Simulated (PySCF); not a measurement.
Ligands exchanged one at a time, Sn F-Cl. All species are isolated molecules in the gas phase. Strings in code marks are SMILES.

The numbers are results of ωB97X-D3(BJ)/def2-TZVP // PBE0-D3(BJ)/def2-TZVP run with PySCF, not measurements. Delta-SCF ions had no search for a lower state. 

| species | vertical ionisation energy (Delta-SCF) (eV) | LUMO (eV) | S1 oscillator strength | HOMO (eV) | dipole moment (D) |
|---|---|---|---|---|---|
| 2 of 4 F replaced by Cl (`[F][Sn]([F])([Cl])[Cl]`) | 12.89 | -1.11 | 0.021 | -12.73 | 1.46 |
| 3 of 4 F replaced by Cl | 12.63 | -1.09 | [?] | -12.47 | 1.11 |
| 4 of 4 F replaced by Cl (`[Cl][Sn]([Cl])([Cl])[Cl]`) | [?] | -1.11 | 0.000 | [?] | 0.00 |

Task: Fill in the missing entries.

Result: 
- 3 of 4 F replaced by Cl, S1 oscillator strength: 0.000
- 4 of 4 F replaced by Cl (`[Cl][Sn]([Cl])([Cl])[Cl]`), vertical ionisation energy (Delta-SCF) (eV): 12.40
- 4 of 4 F replaced by Cl (`[Cl][Sn]([Cl])([Cl])[Cl]`), HOMO (eV): -12.30
